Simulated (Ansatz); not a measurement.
Species: GeHF2, charge 0, doublet. GeHF2 (SMILES [F][GeH][F], doublet).
B3LYP-D3(BJ)/def2-TZVP minimum from Ansatz (a program for electronic structure):
```
Ge
F 1 1.7460
F 1 1.7460 2 103.73
H 1 1.5723 2 106.50 3 112.16
```
Charge 0, spin multiplicity 2.

Total energies in hartree (Ansatz). Radicals and triplets start from unrestricted determinants; spin-orbit coupling is neglected. Correlated methods leave the cores frozen (noble-gas shells, and filled d and f shells in the p block). No relativity. For partners of very few electrons the exact lower level stands in for a higher one.

| species | HF/cc-pVTZ | CCSD(T)/cc-pVTZ | HF/cc-pVQZ | CCSD(T)/cc-pVQZ | CCSD(T)/cc-pVDZ | CCSDT(Q)/cc-pVDZ |
|---|---|---|---|---|---|---|
| 1: GeHF2 (SMILES [F][GeH][F], doublet) | -2274.98540 | -2275.61572 | -2275.00959 | -2275.69485 | -2275.30842 | -2275.31034 |
| 2: Ge (triplet) | -2075.36107 | -2075.42794 | -2075.36359 | -2075.43284 | -2075.34866 | -2075.34895 |
| 3: F (doublet) | -99.40552 | -99.62036 | -99.41377 | -99.65026 | -99.52757 | -99.52776 |
| 4: H (doublet) | -0.49981 | -0.49981 | -0.49995 | -0.49995 | -0.49928 | -0.49928 |

Work out the atomisation energy (electronic, to ground-state atoms) in kcal/mol: take Hartree-Fock from cc-pVQZ, extrapolate the CCSD(T) correlation energy as X^-3 (X = 3, 4), and add CCSDT(Q) - CCSD(T) in cc-pVDZ. 1 hartree = 627.51 kcal/mol.


Species 1: correlation (64·(-0.68526) - 27·(-0.63032))/37 = -0.72535; step -0.00192; E1 = -2275.00959 + (-0.72535) + (-0.00192) = -2275.73686
Species 2: correlation (64·(-0.06925) - 27·(-0.06687))/37 = -0.07099; step -0.00029; E2 = -2075.36359 + (-0.07099) + (-0.00029) = -2075.43487
Species 3: correlation (64·(-0.23649) - 27·(-0.21484))/37 = -0.25229; step -0.00019; E3 = -99.41377 + (-0.25229) + (-0.00019) = -99.66625
Species 4: correlation (64·(0.00000) - 27·(0.00000))/37 = 0.00000; step +0.00000; E4 = -0.49995 + (0.00000) + (+0.00000) = -0.49995
-1·E1 +1·E2 +2·E3 +1·E4 = 0.46954 hartree = 294.6 kcal/mol.
